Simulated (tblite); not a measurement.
Isomers of C3H11NSSi3. Method: GFN2-xTB as coded in tblite; computed harmonic values from a numerical Hessian at the method's own geometry, unscaled. The method is semi-empirical: single wavenumbers can be off by several per cent or more. Modes of hydrogen on silicon can be 10 to 20 % off. One conformer each.

Electronic energies: GFN2-xTB at the same geometries; isomer energies are rough at this level and their order can be wrong.

```json
{"SMILES": "N#CC[SiH2]C[SiH2]S[SiH3]", "electronic energy, lowest = 0 (kJ/mol)": "0.0"}
{"SMILES": "N#C[SiH2]S[SiH2]CC[SiH3]", "electronic energy, lowest = 0 (kJ/mol)": "48.3"}
{"SMILES": "N#CCS[Si@H]([SiH3])C[SiH3]", "electronic energy, lowest = 0 (kJ/mol)": "134.7"}
```

Q: How do GFN2-xTB zero-point energies change the relative energies?

A: 
| SMILES | ZPE (kJ/mol) | of it from modes above 1550 cm⁻¹ | electronic (kJ/mol) | with ZPE, lowest = 0 (kJ/mol) | lowest mode (cm⁻¹) | rings |
| --- | --- | --- | --- | --- | --- | --- |
| N#CC[SiH2]C[SiH2]S[SiH3] | 320.1 | 181.8 | 0.0 | 0.0 | 18 | 0 |
| N#C[SiH2]S[SiH2]CC[SiH3] | 321.8 | 181.0 | 48.3 | 49.9 | 13 | 0 |
| N#CCS[Si@H]([SiH3])C[SiH3] | 316.1 | 179.4 | 134.7 | 130.7 | 31 | 0 |

The zero-point energies span 5.7 kJ/mol, from `N#CCS[Si@H]([SiH3])C[SiH3]` to `N#C[SiH2]S[SiH2]CC[SiH3]`. The order is unchanged.
